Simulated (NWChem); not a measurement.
Program: NWChem. System: C₂H₆N, charge 0, spin multiplicity 2, at a geometry optimised with UB3LYP/def2-SVP. The structure started from a generated list of species. Its SCF solution wasn't tested for a lower state. Level: G0W0@UPBE/def2-TZVP, RI basis def2-tzvp-rifit.

NWChem printed:

```
             Northwest Computational Chemistry Package (NWChem) 7.3.0
             --------------------------------------------------------

                                NWChem Input Module
                                -------------------

 Scaling coordinates for geometry "geometry" by  1.889725989
 (inverse scale =  0.529177249)

 Turning off AUTOSYM since
 SYMMETRY directive was detected!

                             Geometry "geometry" -> ""
                             -------------------------

 Output coordinates in angstroms (scale by  1.889725989 to convert to a.u.)

  No.       Tag          Charge          X              Y              Z
 ---- ---------------- ---------- -------------- -------------- --------------
    1 C                    6.0000     1.22886600     0.12292200     0.00000000
    2 C                    6.0000    -0.17013400    -0.48343800     0.00000000
    3 N                    7.0000    -1.20129600     0.51678600     0.00000000
    4 H                    1.0000     2.00454100    -0.65951700     0.00000000
    5 H                    1.0000     1.37448100     0.75653300     0.88898400
    6 H                    1.0000     1.37448100     0.75653300    -0.88898400
    7 H                    1.0000    -0.29733900    -1.15992400    -0.87629600
    8 H                    1.0000    -0.29733900    -1.15992400     0.87629600
    9 H                    1.0000    -2.10215100     0.01189400     0.00000000

 Effective nuclear repulsion energy (a.u.)      75.3356971519

            Nuclear Dipole moment (a.u.)
            ----------------------------
        X                 Y               Z
 ---------------- ---------------- ----------------
    -0.0000113384     0.0000018897     0.0000000000

      Symmetry information
      --------------------

 Group name             Cs
 Group number              2
 Group order               2
 No. of unique centers     7

      Symmetry unique atoms

     1    2    3    4    5    7    9


 Summary of "ao basis" -> "" (spherical)
 ------------------------------------------------------------------------------
       Tag                 Description            Shells   Functions and Types
 ---------------- ------------------------------  ------  ---------------------
 *                         def2-tzvp                  on all atoms

 new library libraries.bse/

 Summary of "ri basis" -> "" (spherical)
 ------------------------------------------------------------------------------
[...]
          15.687821693683         193.594489344736           0.000000000000
           0.000000000000           0.000000000000         221.597175006732

     Multipole analysis of the density
     ---------------------------------

     L   x y z        total         alpha         beta         nuclear
     -   - - -        -----         -----         ----         -------
     0   0 0 0     -0.000000    -13.000000    -12.000000     25.000000

     1   1 0 0      0.014106      1.035354     -1.021237     -0.000011
     1   0 1 0     -0.745058     -0.657341     -0.087719      0.000002
     1   0 0 1     -0.000000     -0.000000     -0.000000      0.000000

     2   2 0 0    -14.079964    -66.229417    -61.155305    113.304758
     2   1 1 0      1.614145      4.484412      2.570026     -5.440293
     2   1 0 1      0.000000      0.000000      0.000000      0.000000
     2   0 2 0    -16.458216    -22.870643    -20.845660     27.258087
     2   0 1 1     -0.000000     -0.000000     -0.000000      0.000000
     2   0 0 2    -14.944877    -14.005303    -12.068348     11.128774

 Task  times  cpu:       12.7s     wall:       12.7s

                                NWChem Input Module
                                -------------------

                                 NWChem GW Module
                                 ----------------

                             ***********************
                             ***        GW       ***
                             ***********************

 Summary of "ri basis" -> "ri basis" (spherical)
 ------------------------------------------------------------------------------
       Tag                 Description            Shells   Functions and Types
 ---------------- ------------------------------  ------  ---------------------
 C                      def2-tzvp-rifit             22       76   8s6p4d3f1g
 N                      def2-tzvp-rifit             22       76   8s6p4d3f1g
 H                      def2-tzvp-rifit              7       15   4s2p1d

                 Memory Information
                 ------------------
          Available GA per process is          1699.7 MBs
          Available stack per process is        700.0 MBs
          Available heap per process is           0.0 MBs

          Peak memory in Initialization
              Peak GA per process is                 10.1 MBs
              Peak stack per process is               0.2 MBs
              Peak heap per process is               10.2 MBs
              Memory not in MA per process            0.0 MBs

          Peak memory in AFF Calculation
              Peak GA per process is                 80.7 MBs
              Peak stack per process is              64.7 MBs
              Peak heap per process is                0.0 MBs
              Memory not in MA per process           64.7 MBs

          Computing 2-center integrals
          Computing Inverse Cholesky factor
          Computing 3-center integrals
          Computing V_xc ...

          Computing Sigma_x
          Computing RPA polarizability
          Solving quasiparticle equations

                  Alpha Orbitals
          State     Energy (eV)     Error (eV)
          -----------------------------------
@GW        10        -12.806           0.003
@GW        11        -12.607           0.003
@GW        12        -10.379           0.004
@GW        13         -9.094           0.004
@GW        14          2.795           0.002
@GW        15          3.718           0.002

                   Beta Orbitals
          State     Energy (eV)     Error (eV)
          -----------------------------------
@GW         9        -12.856           0.003
@GW        10        -12.674           0.002
@GW        11        -12.307           0.003
@GW        12         -9.623           0.002
@GW        13         -0.578           0.002
@GW        14          2.870           0.003

   Applying  -3.0940 eV scissor-shift to rest of particle states

   Applying   2.5028 eV scissor-shift to rest of hole states

   Applying  -3.4436 eV scissor-shift to rest of particle states

   Applying   3.0827 eV scissor-shift to rest of hole states

     GW Timing Statistics
   ------------------------
   Init.   :          0.0s
     ERIs  :          0.7s
     Distr.:          0.0s
     Vxc   :          0.5s
   Sigma_x :          0.0s
   RPA     :          3.7s
   Wmn     :          0.1s
   Sigma_c :          0.1s
   GW total:          5.1s

 Task  times  cpu:        5.1s     wall:        5.1s

 Total times  cpu:       17.9s     wall:       17.9s
```

Question: Write an NWChem input that would produce this output.

Answer: One answer among several that fit: 
```
start mol
memory heap 200 mb stack 700 mb global 1700 mb
geometry units angstroms nocenter noautoz
  C      1.228866     0.122922     0.000000
  C     -0.170134    -0.483438     0.000000
  N     -1.201296     0.516786     0.000000
  H      2.004541    -0.659517     0.000000
  H      1.374481     0.756533     0.888984
  H      1.374481     0.756533    -0.888984
  H     -0.297339    -1.159924    -0.876296
  H     -0.297339    -1.159924     0.876296
  H     -2.102151     0.011894     0.000000
  symmetry group Cs
end
basis spherical
  * library def2-tzvp
end
basis "ri basis" bse spherical
  * library def2-tzvp-rifit
end
dft
  xc xpbe96 cpbe96
  odft
  mult 2
  iterations 100
  direct
  tolerances tight
end
task dft energy
gw
  states alpha occ 4 vir 2
  states beta occ 4 vir 2
end
task dft gw
```
